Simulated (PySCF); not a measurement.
## Correlation energy of Si+ (silicon, charge +1)

[Ne] 3s2 3p1, 2P determinant. Computed with PySCF 2.14 in cc-pVDZ-DK (4s3p1d, 18 functions), with the spin-free X2C one-electron Hamiltonian (Gaussian nucleus). Frozen: [Ne]; 3 electrons correlated.

MP2 pair energies summed by pair of shells (mhartree):

```tsv
pair	energy	share (%)
3s-3s	-20.25	58.3
3s-3p	-14.47	41.7
```

Total MP2 correlation energy: -34.72 mhartree.

Same-spin part -2.22 and opposite-spin part -32.50 mhartree; SCS-MP2 scales them by 1/3 and 6/5 to -39.74 mhartree.

| level | correlation energy (mhartree) |
| --- | --- |
| CCSD | -53.03 |
| (T) | -0.63 |
| CCSD(T) | -53.66 |

Diagnostics: T1 = 0.012, D1 = 0.0275, largest double amplitude 0.109.

Cost of the coupled-cluster step: 0.06 s of wall time on 1 thread of Neoverse-V2 (shared host), for 3 correlated electrons.

Iterations:

```
CC2 = 0
CCSD nocc = (np.int64(2), np.int64(1)), nmo = (13, 13)
frozen orbitals [[0, 1, 2, 3, 4], [0, 1, 2, 3, 4]]
max_cycle = 100
direct = 0
conv_tol = 1e-08
conv_tol_normt = 1e-06
diis_space = 8
diis_start_cycle = 0
Init t2, MP2 energy = -0.0347206902442011
Init E_corr(UCCSD) = -0.0347206902445249
cycle = 1  E_corr(UCCSD) = -0.0461571058989446  dE = -0.0114364157  norm(t1,t2) = 0.0566727
cycle = 2  E_corr(UCCSD) = -0.0501988647256081  dE = -0.00404175883  norm(t1,t2) = 0.0240024
cycle = 3  E_corr(UCCSD) = -0.0530262515783343  dE = -0.00282738685  norm(t1,t2) = 0.0110815
cycle = 4  E_corr(UCCSD) = -0.0530075754241434  dE = 1.86761542e-05  norm(t1,t2) = 0.00143251
cycle = 5  E_corr(UCCSD) = -0.0530321280718096  dE = -2.45526477e-05  norm(t1,t2) = 0.000169733
cycle = 6  E_corr(UCCSD) = -0.0530240288447355  dE = 8.09922707e-06  norm(t1,t2) = 3.06604e-05
cycle = 7  E_corr(UCCSD) = -0.053027557111857  dE = -3.52826712e-06  norm(t1,t2) = 1.03239e-05
cycle = 8  E_corr(UCCSD) = -0.0530266599447826  dE = 8.97167074e-07  norm(t1,t2) = 3.09615e-06
cycle = 9  E_corr(UCCSD) = -0.0530267049045632  dE = -4.49597806e-08  norm(t1,t2) = 2.6441e-07
cycle = 10  E_corr(UCCSD) = -0.0530267051422247  dE = -2.37661474e-10  norm(t1,t2) = 3.87993e-08
UCCSD converged
E(UCCSD) = -289.2246334334131  E_corr = -0.05302670514222471
UCCSD(T) correction = -0.000633575108622277
```
